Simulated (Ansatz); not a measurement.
`IB1BC1`, one more setting.

```yaml
crystal:
  periodic: [false, false, false]
  atoms:
    - {symbol: I, position_ang: [-2.340828, -1.789412, 0.500466]}
    - {symbol: B, position_ang: [-0.611956, -0.698530, 0.057179]}
    - {symbol: B, position_ang: [0.797348, -0.408347, -0.493785]}
    - {symbol: C, position_ang: [-0.123246, 0.658561, 0.266739]}
    - {symbol: H, position_ang: [1.879238, -0.384069, -0.980341]}
    - {symbol: H, position_ang: [-0.454083, 1.590590, 0.715738]}
    - {symbol: H, position_ang: [0.914726, 0.963207, -0.111595]}
basis:
  gaussian: {orbitals: def2-SVPD}
hamiltonian: {xc: {name: B3LYP}, dispersion: d3bj}
output: {forces: true}
```

```sh
$ ansatz run in.yaml --threads 2 --pin off --events-out ev --progress --plain --max-ram 4352MiB
```

Shortened log:

```
Functional definition: B3LYP
1280 factors; integrals over basis functions are off by at most 9.2e-4 eV
mean field evaluation 1: about -10532.6937 eV, gradient 4.7e1 eV
mean field evaluation 2: about -10525.2577 eV, gradient 6.6e1 eV
mean field evaluation 4: about -10538.6384 eV, gradient 4.8e0 eV
mean field evaluation 8: about -10538.7645 eV, gradient 6.6e-2 eV
mean field -10538.76450333 eV, -387.2924520661 hartree, gradient 4.1e-5 eV, S^2 0.000000; 0 other end points of the search recorded, 0 dependent functions left out
reference -10538.76476339 eV, -387.2924616234 hartree; 22, 22 occupied and 97, 97 virtual orbitals, 1280 factors
Total energy: -10539.03096199 eV, -387.3022442414 hartree
Atom 0 at    -2.340828    -1.789412     0.500466 Å, force    -0.345799    -0.211869     0.090559 eV/Å
Atom 1 at    -0.611956    -0.698530     0.057179 Å, force    -0.083820    -0.108781     0.003912 eV/Å
Atom 2 at     0.797348    -0.408347    -0.493785 Å, force     0.301949    -0.108529    -0.173118 eV/Å
Atom 3 at    -0.123246     0.658561     0.266739 Å, force     0.051183     0.126663     0.016710 eV/Å
Atom 4 at     1.879238    -0.384069    -0.980341 Å, force     0.118806    -0.025351    -0.062099 eV/Å
Atom 5 at    -0.454083     1.590590     0.715738 Å, force    -0.100384     0.200377     0.109865 eV/Å
Atom 6 at     0.914726     0.963207    -0.111595 Å, force     0.058065     0.127491     0.014170 eV/Å
Dipole moment:     0.368917     0.499673    -0.009332 e Å
```

It took 2.5 s on 2 threads of an Arm Neoverse V2 on a shared host, with 0.26 GiB of host memory at the peak.
